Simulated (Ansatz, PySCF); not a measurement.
C3H5NOSi, SMILES O[Si@H]1C=CN=C1. Atoms are numbered in the order given.

```xyz
11

O     -2.1107     0.1088     0.6665
Si    -0.7722     0.3264    -0.3001
C      0.7402     1.1079     0.4641
C      1.7386     0.2188     0.3206
N      1.5010    -1.0650    -0.3033
C      0.2831    -1.2229    -0.6727
H     -1.9623    -0.2506     1.5473
H     -1.2841     0.9859    -1.5264
H      0.9059     2.0840     0.9244
H      2.7731     0.3791     0.6445
H      0.0155    -2.1694    -1.1652
```
Charge 0, spin multiplicity 1.

Coordinates come from a ωB97X-D3(BJ)/def2-SVP optimisation. The structure was generated by enumeration; whether it is a known compound was not checked. The values are those of a single conformer.

Two levels are set side by side: PBE-D3(BJ)/def2-SVP (Ansatz, a program for electronic structure) and ωB97X-D3(BJ)/def2-SVP (PySCF). Each level has its own optimised geometry; the coordinates shown are those of the second. Frequencies come from the Hessian of PySCF at each geometry. Differences are taken from unrounded values.

| quantity | ωB97X-D3(BJ) | PBE-D3(BJ) | PBE-D3(BJ) minus ωB97X-D3(BJ) |
|---|---|---|---|
| mean bond length (Å) | 1.386 | 1.397 | 0.010 |
| bond O1–Si2 (Å) | 1.665 | 1.682 | 0.017 |
| bond Si2–C3 (Å) | 1.866 | 1.877 | 0.011 |
| bond Si2–C6 (Å) | 1.911 | 1.925 | 0.013 |
| bond C3–C4 (Å) | 1.345 | 1.358 | 0.013 |
| bond C4–N5 (Å) | 1.447 | 1.444 | -0.003 |
| bond N5–C6 (Å) | 1.282 | 1.296 | 0.013 |
| bond O1–H7 (Å) | 0.963 | 0.973 | 0.011 |
| bond Si2–H8 (Å) | 1.484 | 1.499 | 0.016 |
| bond C3–H9 (Å) | 1.092 | 1.099 | 0.007 |
| bond C4–H10 (Å) | 1.096 | 1.104 | 0.008 |
| bond C6–H11 (Å) | 1.100 | 1.108 | 0.008 |
| highest harmonic wavenumber (cm⁻¹) | 3932 | 3759 | -172 |
| mean harmonic wavenumber (cm⁻¹) | 1266 | 1206 | -61 |
| zero-point energy (kcal/mol) | 48.88 | 46.54 | -2.34 |

Exact exchange shortens and stiffens bonds; PBE has none. Differences between two approximate levels are no errors against the true value.
